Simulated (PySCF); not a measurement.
H2S2, charge +1, sextet, geometry from GFN2-xTB of the parent state (a state made from the parent by changing its charge; the spin is typed, not shown lowest); HF/def2-SV(P) (PySCF).

The PySCF input:
```python
from pyscf import gto, scf

mol = gto.Mole()
mol.atom = '''
    S    -0.80955851   -0.03765018    0.59460666
    S     0.80955851    0.03765018   -0.59460666
    H    -1.71863123   -0.08126760   -0.40514565
    H     1.71863123    0.08126760    0.40514566
'''
mol.basis = 'def2-sv(p)'
mol.charge = 1
mol.spin = 5
mol.verbose = 3
mol.build()

mf = scf.UHF(mol)
mf.kernel()
mf.analyze()
```

Output, abridged:

```
converged SCF energy = -795.180376353775  <S^2> = 8.7678002  2S+1 = 6.0059305
**** MO energy ****
                             alpha | beta                alpha | beta
MO #1   energy= -92.2930106368646  | -92.269509513991   occ= 1 | 1
MO #2   energy= -92.2929653129223  | -92.2694686473197  occ= 1 | 1
MO #3   energy= -9.33603248163582  | -9.3087990868622   occ= 1 | 1
MO #4   energy= -9.33594745428345  | -9.30867366200626  occ= 1 | 1
MO #5   energy= -7.03148518296285  | -6.993421703431    occ= 1 | 1
MO #6   energy= -7.03146910630975  | -6.99341755943973  occ= 1 | 1
MO #7   energy= -7.03083340025975  | -6.98354437081676  occ= 1 | 1
MO #8   energy= -7.03041531495233  | -6.98316668071524  occ= 1 | 1
MO #9   energy= -7.01539367888161  | -6.97988383326881  occ= 1 | 1
MO #10  energy= -7.01532613480192  | -6.97986645358608  occ= 1 | 1
MO #11  energy= -1.47545073461351  | -1.27819457410116  occ= 1 | 1
MO #12  energy= -1.28863989279375  | -1.06785589808414  occ= 1 | 1
MO #13  energy= -0.946214198573265 | -0.816547915403376 occ= 1 | 1
MO #14  energy= -0.944587546571509 | -0.764747192763984 occ= 1 | 1
MO #15  energy= -0.874049622428502 | -0.351481555578331 occ= 1 | 0
MO #16  energy= -0.839355841896861 | -0.332330480145164 occ= 1 | 0
MO #17  energy= -0.739731045855826 | -0.194185562864869 occ= 1 | 0
MO #18  energy= -0.554020246243282 | -0.0543992318452489 occ= 1 | 0
MO #19  energy= -0.364314082541161 | -0.0411181809212768 occ= 1 | 0
MO #20  energy= -0.138858479755143 | -0.010899220719417 occ= 0 | 0
MO #21  energy= 0.208396376231329  | 0.273161956086215  occ= 0 | 0
MO #22  energy= 0.215396971205849  | 0.296814123969664  occ= 0 | 0
MO #23  energy= 0.228164859793502  | 0.33087125068081   occ= 0 | 0
MO #24  energy= 0.310239966780601  | 0.386910673956175  occ= 0 | 0
MO #25  energy= 0.324802658795745  | 0.506857437484487  occ= 0 | 0
MO #26  energy= 0.374722189781113  | 0.510149987168495  occ= 0 | 0
MO #27  energy= 0.38828046996545   | 0.510945284990798  occ= 0 | 0

To work with the spin densities directly, `use mulliken_meta_spin()` only printing them here.

 ** Mulliken spin pop alpha/beta on meta-lowdin orthogonal AOs **
 ** Mulliken Spin Density (per atom)  **
spin density of  0 S =      2.21396
spin density of  1 S =      2.21396
spin density of  2 H =      0.28604
spin density of  3 H =      0.28604
 ** Mulliken pop alpha/beta on meta-lowdin orthogonal AOs **
 ** Mulliken atomic charges   ( Nelec_alpha | Nelec_beta ) **
charge of  0S =      0.56165  (     8.82615      6.61219 )
charge of  1S =      0.56165  (     8.82615      6.61219 )
charge of  2H =     -0.06165  (     0.67384      0.38781 )
charge of  3H =     -0.06165  (     0.67385      0.38781 )

WARN: System has nonzero charge 1; the dipole moment is origin-dependent.
Location of origin: [0. 0. 0.]

Dipole moment(X, Y, Z, Debye): -0.00001, -0.00000, -0.00000
```
